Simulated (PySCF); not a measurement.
## A single-point calculation

[Eu(NH2)4]− (singlet in the valence; each metal's 4f electrons, 6 of them, lie in its core potential, out of spins and levels). PySCF 2.14.0, RKS M06-L, Eu lcecp-1-SVP with ECP52, N def2-SVP, H def2-SVP; non-relativistic Hamiltonian with scalar-relativistic core potentials where named; density fitting; no spin-orbit coupling. Purpose: level M06-L.

```python
mol = gto.M(atom='''
Eu     0.00002    -0.00000    -0.00000
N      1.37327     1.34985     1.24354
H      2.23756     1.02962     1.68435
H      1.33274     2.35264     1.42662
N     -1.37325    -1.24353     1.34981
H     -1.33273    -1.42669     2.35265
H     -2.23760    -1.68429     1.02950
N      1.37327    -1.34985    -1.24354
H      1.33274    -2.35264    -1.42662
H      2.23756    -1.02962    -1.68435
N     -1.37325     1.24353    -1.34981
H     -2.23760     1.68429    -1.02950
H     -1.33273     1.42669    -2.35265''',
    basis={'Eu': 'lcecp-1-SVP', 'N': 'def2-SVP', 'H': 'def2-SVP'},
    ecp={'Eu': 'lcecp-1-SVP'},
    charge=-1, spin=0)
mf = dft.RKS(mol, xc='M06L')
mf.grids.atom_grid = (75, 302)  # f atoms: unpruned, at least (60, 302)
mf = mf.density_fit()  # fitting sets: Eu AutoAux, N def2-universal-JKFIT, H def2-universal-JKFIT
mf.conv_tol = 1e-08; mf.max_cycle = 55
mf.kernel(dm0)  # dm0: converged density of the relaxed state
mf.nuc_grad_method().kernel()
```

Run from Python with OMP_NUM_THREADS=2; the lines above give its settings. Where DIIS fails, smearing, a level shift and second-order steps follow.
It took 16 s on 2 threads of Arm Neoverse V2, on a shared host, from an already converged density.

Q: Where do the frontier levels lie, over both spins?

A: HOMO 0.10 eV, LUMO 4.21 eV. The 4f levels lie in the core potential and are missing. The highest filled level lies above zero, as often for anions with such functionals and bases; it isn't the detachment energy.

Q: What does the SCF print?

A: 
```
init E= -259.075230864211
cycle= 1 E= -259.079270635871  delta_E= -0.00404  |g|= 0.0387  |ddm|= 0.238
cycle= 2 E= -259.078529473712  delta_E= 0.000741  |g|= 0.067  |ddm|= 0.0936
cycle= 3 E= -259.079647150374  delta_E= -0.00112  |g|= 0.00563  |ddm|= 0.0637
cycle= 4 E= -259.079653561678  delta_E= -6.41e-06  |g|= 0.00215  |ddm|= 0.008
cycle= 5 E= -259.079655249297  delta_E= -1.69e-06  |g|= 0.000569  |ddm|= 0.00444
cycle= 6 E= -259.079655376638  delta_E= -1.27e-07  |g|= 0.000118  |ddm|= 0.00141
cycle= 7 E= -259.079655384155  delta_E= -7.52e-09  |g|= 1.4e-05  |ddm|= 0.000378
Extra cycle  E= -259.079655384265  delta_E= -1.11e-10  |g|= 1e-05  |ddm|= 5.49e-05
converged SCF energy = -259.079655384265
```

Q: What are the Mulliken charges and spins?

A: 
| atom | charge (e) | spin (e) |
| --- | --- | --- |
| Eu1 | 0.814 | 0.000 |
| N2 | -0.599 | 0.000 |
| H3 | 0.073 | 0.000 |
| H4 | 0.072 | 0.000 |
| N5 | -0.599 | 0.000 |
| H6 | 0.072 | 0.000 |
| H7 | 0.073 | 0.000 |
| N8 | -0.599 | 0.000 |
| H9 | 0.072 | 0.000 |
| H10 | 0.073 | 0.000 |
| N11 | -0.599 | 0.000 |
| H12 | 0.073 | 0.000 |
| H13 | 0.072 | 0.000 |
The spin of the 4f electrons in the core isn't counted.

Q: What forces act on the atoms (eV/Å)?

A: 
```
Eu   0.00  0.00  0.00
N    0.02  0.05  0.05
H    0.01  0.08  0.03
H    0.08  0.00  0.04
N   -0.02 -0.05  0.05
H   -0.08 -0.04  0.00
H   -0.01 -0.03  0.08
N    0.02 -0.05 -0.05
H    0.08  0.00 -0.04
H    0.01 -0.08 -0.03
N   -0.02  0.05 -0.05
H   -0.01  0.03 -0.08
H   -0.08  0.04  0.00
```
Forces carry noise of the integration grid, about 0.01 to 0.03 eV/Å.

The geometry was relaxed with PBE0 (Eu lcecp-1-SVP with ECP52, N def2-SVP, H def2-SVP).

An lcecp potential fixes the number of 4f electrons, so in runs with it no electron can move into or out of that shell.
